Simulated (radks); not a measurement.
Values are calculated unless marked as measured or tabulated.
Species: W22+. Configuration: [Kr] 4d10 4f6 (the NIST ground configuration).

Code: a radial shooting solver on a logarithmic mesh with Libxc functionals. Model: Dirac Kohn-Sham, BLYP, spin-unpolarised, spherical densities, finite nucleus; open shells fill j = l - 1/2 first; Fermi nuclear charge, rms radius 5.3658 fm.

Energy parts (hartree):
| part | energy |
|---|---|
| total | -15965.8378 |
| kinetic | 18004.2209 |
| electron-nucleus | -38644.6950 |
| Hartree | 4976.2968 |
| exchange-correlation | -301.6606 |

Orbitals (lengths in bohr, moments of r in powers of bohr; r(90%) holds 90 % of the orbital's charge):
[
 {"orbital": "1s1/2", "occ.": "2", "eigenvalue (hartree)": "-2572.844", "r(90%)": "0.0334", "<r^4>": "5.821e-07", "<1/r>": "87.04"},
 {"orbital": "2s1/2", "occ.": "2", "eigenvalue (hartree)": "-463.0005", "r(90%)": "0.120", "<r^4>": "0.00008714", "<1/r>": "21.18"},
 {"orbital": "2p1/2", "occ.": "2", "eigenvalue (hartree)": "-443.8693", "r(90%)": "0.106", "<r^4>": "0.00005246", "<1/r>": "21.15"},
 {"orbital": "2p3/2", "occ.": "4", "eigenvalue (hartree)": "-394.1515", "r(90%)": "0.116", "<r^4>": "0.00007645", "<1/r>": "17.77"},
 {"orbital": "3s1/2", "occ.": "2", "eigenvalue (hartree)": "-124.5414", "r(90%)": "0.294", "<r^4>": "0.003197", "<1/r>": "7.785"},
 {"orbital": "3p1/2", "occ.": "2", "eigenvalue (hartree)": "-116.0117", "r(90%)": "0.286", "<r^4>": "0.002819", "<1/r>": "7.701"},
 {"orbital": "3p3/2", "occ.": "4", "eigenvalue (hartree)": "-105.2334", "r(90%)": "0.306", "<r^4>": "0.003714", "<1/r>": "6.828"},
 {"orbital": "3d3/2", "occ.": "4", "eigenvalue (hartree)": "-90.83807", "r(90%)": "0.279", "<r^4>": "0.002518", "<1/r>": "6.717"},
 {"orbital": "3d5/2", "occ.": "6", "eigenvalue (hartree)": "-88.49599", "r(90%)": "0.285", "<r^4>": "0.002738", "<1/r>": "6.511"},
 {"orbital": "4s1/2", "occ.": "2", "eigenvalue (hartree)": "-42.85975", "r(90%)": "0.623", "<r^4>": "0.06560", "<1/r>": "3.383"},
 {"orbital": "4p1/2", "occ.": "2", "eigenvalue (hartree)": "-39.27546", "r(90%)": "0.633", "<r^4>": "0.06917", "<1/r>": "3.288"},
 {"orbital": "4p3/2", "occ.": "4", "eigenvalue (hartree)": "-36.53996", "r(90%)": "0.672", "<r^4>": "0.08779", "<1/r>": "2.996"},
 {"orbital": "4d3/2", "occ.": "4", "eigenvalue (hartree)": "-30.61221", "r(90%)": "0.693", "<r^4>": "0.09731", "<1/r>": "2.829"},
 {"orbital": "4d5/2", "occ.": "6", "eigenvalue (hartree)": "-30.07348", "r(90%)": "0.704", "<r^4>": "0.1040", "<1/r>": "2.762"},
 {"orbital": "4f5/2", "occ.": "6", "eigenvalue (hartree)": "-22.60843", "r(90%)": "0.728", "<r^4>": "0.1156", "<1/r>": "2.499"},
 {"orbital": "4f7/2", "occ.": "0", "eigenvalue (hartree)": "-22.48382", "r(90%)": "0.733", "<r^4>": "0.1188", "<1/r>": "2.476"},
 {"orbital": "5s1/2", "occ.": "0", "eigenvalue (hartree)": "-20.44257", "r(90%)": "1.18", "<r^4>": "0.8645", "<1/r>": "1.672"},
 {"orbital": "5p1/2", "occ.": "0", "eigenvalue (hartree)": "-18.98782", "r(90%)": "1.22", "<r^4>": "0.9872", "<1/r>": "1.607"},
 {"orbital": "5p3/2", "occ.": "0", "eigenvalue (hartree)": "-18.14635", "r(90%)": "1.28", "<r^4>": "1.184", "<1/r>": "1.507"}
]

The highest occupied level is 4f5/2 at -615.21 eV. The density falls to 0.001 e/bohr^3 at r = 1.42 bohr. The electron density at the nucleus is 1.424e+06 e/bohr^3.
